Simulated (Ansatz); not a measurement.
Job for Ansatz (a quantum-chemistry and plane-wave program): U-PBE0/def2-TZVPP on S2+, 2S+1 = 2, a spin state set in the input, which need not be the lowest. Charge +1.

Ansatz 0.2 input:
```yaml
crystal:
  periodic: [false, false, false]
  atoms:
    - {symbol: S, position_ang: [0.00000000, 0.00000000, 0.00000000]}
    - {symbol: S, position_ang: [0.00000000, 0.00000000, 1.99500000]}
basis:
  gaussian:
    orbitals: def2-TZVPP
hamiltonian:
  xc: {name: PBE0}
total_charge: 1
magnetization: {spin_polarized: true, initial_magnetization: 1}
relax: {f_tol: 0.002, max_steps: 120}
```

It printed:

```
WARN ansatz: RAYON_NUM_THREADS=2 ignored (pool sized by the plan → 2); use --threads N
Functional definition: PBE0
integrals: 0.02 GiB planned
630 factors; their error is unknown
mean field: 0.27 GiB planned
mean field evaluation 1: about -21652.4294 eV, gradient 1.4e1 eV
mean field evaluation 2: about -21652.7651 eV, gradient 1.2e1 eV
mean field evaluation 4: about -21653.3161 eV, gradient 3.0e-1 eV
mean field evaluation 8: about -21653.3349 eV, gradient 2.1e-3 eV
mean field evaluation 16: about -21653.3326 eV, gradient 3.7e-1 eV
mean field evaluation 32: about -21653.3133 eV, gradient 6.9e-1 eV
mean field -21653.33739825 eV, -795.7454722264 hartree, gradient 1.3e-5 eV, S^2 0.830934; 4 other end points of the search recorded, 0 dependent functions left out
the calculation of the forces begins
reference -21653.33741792 eV, -795.7454729493 hartree; 16, 15 occupied and 68, 69 virtual orbitals, 630 factors
relax step   1: F+E_penalty+E_count = -21653.33739825 eV  Δ(F+E_penalty+E_count) = +0.000e0 eV  max|allowed force component| = 4.974e0 eV/Å  Δτ_max = 0.0000 Å  (124 SCF iters, accepted)
these checks for a lower state are left out or cut short: starts, cluster_reference, orbital_swaps, neighbouring_geometries, increment
integrals: 0.02 GiB planned
630 factors; their error is unknown
mean field: 0.27 GiB planned
mean field -21653.82802915 eV, -795.7635025796 hartree, gradient 1.8e-5 eV, S^2 0.756384; 0 other end points of the search recorded, 0 dependent functions left out
the calculation of the forces begins
reference -21653.82804856 eV, -795.7635032929 hartree; 16, 15 occupied and 68, 69 virtual orbitals, 630 factors
relax step   2: F+E_penalty+E_count = -21653.82802915 eV  Δ(F+E_penalty+E_count) = -4.906e-1 eV  max|allowed force component| = 2.732e0 eV/Å  Δτ_max = 0.1193 Å  (43 SCF iters, accepted)
these checks for a lower state are left out or cut short: starts, cluster_reference, orbital_swaps, neighbouring_geometries, increment
integrals: 0.02 GiB planned
630 factors; their error is unknown
mean field: 0.27 GiB planned
mean field -21653.89738018 eV, -795.7660511828 hartree, gradient 4.6e-5 eV, S^2 0.756348; 0 other end points of the search recorded, 0 dependent functions left out
the calculation of the forces begins
reference -21653.89739960 eV, -795.7660518964 hartree; 16, 15 occupied and 68, 69 virtual orbitals, 630 factors
relax step   3: F+E_penalty+E_count = -21653.89738018 eV  Δ(F+E_penalty+E_count) = -6.935e-2 eV  max|allowed force component| = 2.536e-1 eV/Å  Δτ_max = 0.0297 Å  (33 SCF iters, accepted)
these checks for a lower state are left out or cut short: starts, cluster_reference, orbital_swaps, neighbouring_geometries, increment
integrals: 0.02 GiB planned
630 factors; their error is unknown
mean field: 0.27 GiB planned
mean field evaluation 64: about -21653.8981 eV, gradient 1.0e-5 eV
mean field -21653.89811786 eV, -795.7660782922 hartree, gradient 4.4e-5 eV, S^2 0.756352; 0 other end points of the search recorded, 0 dependent functions left out
the calculation of the forces begins
reference -21653.89813728 eV, -795.7660790057 hartree; 16, 15 occupied and 68, 69 virtual orbitals, 630 factors
relax step   4: F+E_penalty+E_count = -21653.89811786 eV  Δ(F+E_penalty+E_count) = -7.377e-4 eV  max|allowed force component| = 8.886e-3 eV/Å  Δτ_max = 0.0028 Å  (33 SCF iters, accepted)
these checks for a lower state are left out or cut short: starts, cluster_reference, orbital_swaps, neighbouring_geometries, increment
integrals: 0.02 GiB planned
630 factors; their error is unknown
mean field: 0.27 GiB planned
mean field -21653.89811875 eV, -795.7660783249 hartree, gradient 2.5e-5 eV, S^2 0.756352; 0 other end points of the search recorded, 0 dependent functions left out
the calculation of the forces begins
reference -21653.89813817 eV, -795.7660790384 hartree; 16, 15 occupied and 68, 69 virtual orbitals, 630 factors
relax step   5: F+E_penalty+E_count = -21653.89811875 eV  Δ(F+E_penalty+E_count) = -8.903e-7 eV  max|allowed force component| = 4.240e-5 eV/Å  Δτ_max = 0.0001 Å  (26 SCF iters, accepted)
integrals: 0.02 GiB planned
630 factors; their error is unknown
mean field: 0.27 GiB planned
mean field -21653.89811875 eV, -795.7660783249 hartree, gradient 2.5e-5 eV, S^2 0.756352; 2 other end points of the search recorded, 0 dependent functions left out
the calculation of the forces begins
reference -21653.89813817 eV, -795.7660790384 hartree; 16, 15 occupied and 68, 69 virtual orbitals, 630 factors
Total energy: -21653.89813817 eV, -795.7660790384 hartree
Atom 0 at    -0.000000    -0.000000     0.092454 Å, force     0.000000    -0.000000    -0.000042 eV/Å
Atom 1 at     0.000000     0.000000     1.902546 Å, force    -0.000000     0.000000     0.000042 eV/Å
Dipole moment:     0.000000    -0.000000    -0.000000 e Å
```

Self-consistency was reached.

Cost: very roughly 18 core-seconds.
